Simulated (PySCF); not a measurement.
PySCF input file for C2H8N2Si2, SMILES CC1=N[SiH2][Si@H]1N, TDDFT-PBE/def2-SVPD. The structure is a stationary point at PBE0-D3(BJ)/def2-SVP. The structure was generated by enumeration; whether it is a known compound was not checked. One conformer was computed; it need not be the lowest.

```python
import numpy as np
from pyscf import gto, scf, dft, tdscf

mol = gto.M(
    atom='''
    C     1.78030840   -1.74265330   -0.32208232
    C     0.93879034   -0.51090427   -0.26641409
    N     1.20193432    0.54160728   -0.96644523
    Si   -0.19675801    1.64039050   -0.68849167
    Si   -0.59442953   -0.09154190    0.84299833
    N    -1.96258135   -1.12171685    0.99697017
    H     1.16138556   -2.60761792   -0.61254653
    H     2.60399270   -1.61930716   -1.04016997
    H     2.18855502   -1.97256639    0.67605883
    H    -1.04496548    1.72115361   -1.91848231
    H     0.18697157    3.03773812   -0.31359403
    H    -0.13832643    0.16531459    2.24758914
    H    -2.57117891   -1.36615819    0.22688267
    H    -2.29987144   -1.46032478    1.88847297
    ''',
    basis='def2-SVPD',
    charge=0,
    spin=0,
    max_memory=1600,
    verbose=4,
)
mf = dft.RKS(mol, xc='pbe').density_fit(auxbasis='def2-universal-jkfit')
mf.grids.level = 3
mf.conv_tol = 1e-9
mf.max_cycle = 100
mf.kernel()
mf.grids = dft.Grids(mol).set(level=1).build(with_non0tab=True)  # coarser grid for the response kernel
td = tdscf.TDDFT(mf)
td.singlet = True
td.nstates = 10
td.conv_tol = 1e-4
td.positive_eig_threshold = 1e-6
td.kernel(x0=td.get_init_guess(mf, 15))
td.analyze()
tt = tdscf.TDA(mf)
tt.singlet = False
tt.nstates = 4
tt.conv_tol = 1e-4
tt.positive_eig_threshold = 1e-6
tt.kernel(x0=tt.get_init_guess(mf, 9))
tt.analyze(verbose=3)
```

It prints:

```
PySCF version 2.14.0

[INPUT] verbose = 4
[INPUT] num. atoms = 14
[INPUT] num. electrons = 62
[INPUT] charge = 0
[INPUT] spin (= nelec alpha-beta = 2S) = 0
[INPUT] symmetry False subgroup None
[INPUT] Mole.unit = angstrom
[INPUT] Symbol           X                Y                Z      unit          X                Y                Z       unit  Magmom
[INPUT]  1 C      1.780308400000  -1.742653300000  -0.322082320000 AA    3.364295293263  -3.293137467070  -0.608647374365 Bohr   0.0
[INPUT]  2 C      0.938790340000  -0.510904270000  -0.266414090000 AA    1.774056630987  -0.965469146171  -0.503449665825 Bohr   0.0
[INPUT]  3 N      1.201934320000   0.541607280000  -0.966445230000 AA    2.271326684515   1.023489426271  -1.826316799092 Bohr   0.0
[INPUT]  4 Si    -0.196758010000   1.640390500000  -0.688491670000 AA   -0.371818751714   3.099888782338  -1.301060695344 Bohr   0.0
[INPUT]  5 Si    -0.594429530000  -0.091541900000   0.842998330000 AA   -1.123309012054  -0.172989119922   1.593035967166 Bohr   0.0
[INPUT]  6 N     -1.962581350000  -1.121716850000   0.996970170000 AA   -3.708741248679  -2.119737635810   1.884000575661 Bohr   0.0
[INPUT]  7 H      1.161385560000  -2.607617920000  -0.612546530000 AA    2.194700633425  -4.927683706308  -1.157545180253 Bohr   0.0
[INPUT]  8 H      2.603992700000  -1.619307160000  -1.040169970000 AA    4.920833033367  -3.060047043947  -1.965636366297 Bohr   0.0
[INPUT]  9 H      2.188555020000  -1.972566390000   0.676058830000 AA    4.135769596342  -3.727610239622   1.277566032794 Bohr   0.0
[INPUT] 10 H     -1.044965480000   1.721153610000  -1.918482310000 AA   -1.974698566825   3.252508941206  -3.625406140723 Bohr   0.0
[INPUT] 11 H      0.186971570000   3.037738120000  -0.313594030000 AA    0.353325060380   5.740493084951  -0.592606830999 Bohr   0.0
[INPUT] 12 H     -0.138326430000   0.165314590000   2.247589140000 AA   -0.261399068489   0.312399299495   4.247327915147 Bohr   0.0
[INPUT] 13 H     -2.571178910000  -1.366158190000   0.226882670000 AA   -4.858823957158  -2.581664821932   0.428746108710 Bohr   0.0
[INPUT] 14 H     -2.299871440000  -1.460324780000   1.888472970000 AA   -4.346127143309  -2.759613887116   3.568696706944 Bohr   0.0

nuclear repulsion = 351.14593447888
number of shells = 84
number of NR pGTOs = 284
number of NR cGTOs = 192
basis = def2-SVPD
ecp = {}


[settings echo left out]
init E= -768.982780332222
  HOMO = -0.272205628360385  LUMO = -0.127673572801278  gap/eV = 3.93292
cycle= 1 E= -768.573333175268  delta_E= 0.409  |g|= 0.645  |ddm|= 5.77
  HOMO = -0.0887993457493779  LUMO = -0.0154687769609207  gap/eV = 1.99543
cycle= 2 E= -768.182776378709  delta_E= 0.391  |g|= 1.39  |ddm|= 6.54
  HOMO = -0.195464473474824  LUMO = -0.0706303155999271  gap/eV = 3.39691
cycle= 3 E= -768.654288200741  delta_E= -0.472  |g|= 0.304  |ddm|= 5.45
  HOMO = -0.190610215724258  LUMO = -0.069605902616507  gap/eV = 3.29270
cycle= 4 E= -768.674568880955  delta_E= -0.0203  |g|= 0.0946  |ddm|= 0.612
  HOMO = -0.193149218522315  LUMO = -0.0698158539424996  gap/eV = 3.35607
cycle= 5 E= -768.676507614733  delta_E= -0.00194  |g|= 0.0403  |ddm|= 0.215
  HOMO = -0.192463751325585  LUMO = -0.0698346998721697  gap/eV = 3.33691
cycle= 6 E= -768.676957406171  delta_E= -0.00045  |g|= 0.00768  |ddm|= 0.0699
  HOMO = -0.192147000447488  LUMO = -0.069520601235455  gap/eV = 3.33683
cycle= 7 E= -768.676973616571  delta_E= -1.62e-05  |g|= 0.00187  |ddm|= 0.0186
  HOMO = -0.192179662668497  LUMO = -0.0695462183662632  gap/eV = 3.33703
cycle= 8 E= -768.676974581587  delta_E= -9.65e-07  |g|= 0.000602  |ddm|= 0.00533
  HOMO = -0.192229668943553  LUMO = -0.0696046656466192  gap/eV = 3.33680
cycle= 9 E= -768.67697466902  delta_E= -8.74e-08  |g|= 0.000256  |ddm|= 0.00175
  HOMO = -0.192205112880539  LUMO = -0.0695776942290789  gap/eV = 3.33686
cycle= 10 E= -768.676974687748  delta_E= -1.87e-08  |g|= 4.18e-05  |ddm|= 0.000696
  HOMO = -0.192211626934177  LUMO = -0.0695835959411562  gap/eV = 3.33688
cycle= 11 E= -768.676974688378  delta_E= -6.3e-10  |g|= 9.08e-06  |ddm|= 0.000165
  HOMO = -0.192209737822995  LUMO = -0.0695818240568169  gap/eV = 3.33688
Extra cycle  E= -768.676974688354  delta_E= 2.43e-11  |g|= 1.31e-05  |ddm|= 6.24e-05
converged SCF energy = -768.676974688354
tot grids = 53200
Overwritten attributes  positive_eig_threshold  of <class 'pyscf.tdscf.rks.CasidaTDDFT'>


******** <class 'pyscf.tdscf.rks.CasidaTDDFT'> for <class 'pyscf.df.df_jk.DFRKS'> ********
nstates = 10 singlet
deg_eia_thresh = 1.000e-03
wfnsym = None
conv_tol = 0.0001
eigh lindep = 1e-12
eigh level_shift = 0
eigh max_cycle = 100


Excitation energies (eV)
[3.62803525 4.06166103 4.54386924 4.73968325 5.20846998 5.26388121
 5.41019214 5.46700101 5.5144491  5.7915921 ]

** Singlet excitation energies and oscillator strengths **
Excited State   1:      3.62804 eV    341.74 nm  f=0.0011
      31 -> 32        0.70428
Excited State   2:      4.06166 eV    305.25 nm  f=0.0030
      30 -> 32       -0.70387
Excited State   3:      4.54387 eV    272.86 nm  f=0.0142
      31 -> 33        0.70115
Excited State   4:      4.73968 eV    261.59 nm  f=0.0011
      31 -> 34       -0.70256
Excited State   5:      5.20847 eV    238.04 nm  f=0.0118
      30 -> 33        0.18984
      31 -> 35        0.67223
Excited State   6:      5.26388 eV    235.54 nm  f=0.0136
      30 -> 33       -0.66163
      31 -> 35        0.17841
Excited State   7:      5.41019 eV    229.17 nm  f=0.0001
      29 -> 32        0.69225
Excited State   8:      5.46700 eV    226.79 nm  f=0.0208
      30 -> 34       -0.27447
      31 -> 36        0.63715
Excited State   9:      5.51445 eV    224.84 nm  f=0.0262
      30 -> 34       -0.59925
      30 -> 35        0.12626
      31 -> 36       -0.29509
Excited State  10:      5.79159 eV    214.08 nm  f=0.0097
      30 -> 35        0.13232
      31 -> 37        0.68272

** Transition electric dipole moments (AU) **
state          X           Y           Z        Dip. S.      Osc.
  1         0.1090      0.0122      0.0233      0.0126      0.0011
  2        -0.0723      0.1414      0.0694      0.0300      0.0030
  3         0.3469      0.0137     -0.0842      0.1276      0.0142
  4        -0.0942      0.0291     -0.0105      0.0098      0.0011
  5         0.1467     -0.2455     -0.1018      0.0921      0.0118
  6         0.2430     -0.0474      0.2094      0.1051      0.0136
  7         0.0006     -0.0030     -0.0224      0.0005      0.0001
  8        -0.1260      0.3264      0.1823      0.1556      0.0208
  9         0.0347      0.4222     -0.1190      0.1936      0.0262
 10        -0.0886      0.2128     -0.1247      0.0687      0.0097

** Transition velocity dipole moments (imaginary part, AU) **
state          X           Y           Z        Dip. S.      Osc.
  1         0.0151      0.0022      0.0031      0.0002      0.0012
  2        -0.0098      0.0215      0.0095      0.0006      0.0029
  3         0.0615      0.0021     -0.0131      0.0040      0.0158
  4        -0.0153      0.0026     -0.0021      0.0002      0.0009
  5         0.0299     -0.0443     -0.0229      0.0034      0.0118
  6         0.0499     -0.0105      0.0454      0.0047      0.0161
  7        -0.0007     -0.0013     -0.0048      0.0000      0.0001
  8        -0.0271      0.0693      0.0382      0.0070      0.0232
  9         0.0059      0.0913     -0.0252      0.0090      0.0296
 10        -0.0211      0.0463     -0.0274      0.0033      0.0105

** Transition magnetic dipole moments (imaginary part, AU) **
state          X           Y           Z
  1         0.1603     -0.8777      0.3945
  2         0.0190     -0.1182      0.3590
  3         0.0079      0.1929     -0.1420
  4         0.2699      0.0054      0.5678
  5         0.6696      0.8295      0.4696
  6        -0.2549      0.0303      0.6024
  7        -0.0521      0.2939     -0.2408
  8         0.1905      0.3322      0.2590
  9         0.2112     -0.1143      0.5240
 10        -0.5648     -0.0501     -0.4296
Overwritten attributes  positive_eig_threshold  of <class 'pyscf.tdscf.rks.TDA'>


******** <class 'pyscf.tdscf.rks.TDA'> for <class 'pyscf.df.df_jk.DFRKS'> ********
nstates = 4 triplet
deg_eia_thresh = 1.000e-03
wfnsym = None
conv_tol = 0.0001
eigh lindep = 1e-12
eigh level_shift = 0
eigh max_cycle = 100


Excitation energies (eV)
[2.96127491 3.80081946 4.36441409 4.50644378]

** Triplet excitation energies and oscillator strengths **
Excited State   1:      2.96127 eV    418.69 nm  f=0.0000
Excited State   2:      3.80082 eV    326.20 nm  f=0.0000
Excited State   3:      4.36441 eV    284.08 nm  f=0.0000
Excited State   4:      4.50644 eV    275.13 nm  f=0.0000
```

The run converged.

Cost: roughly 70 core-seconds.
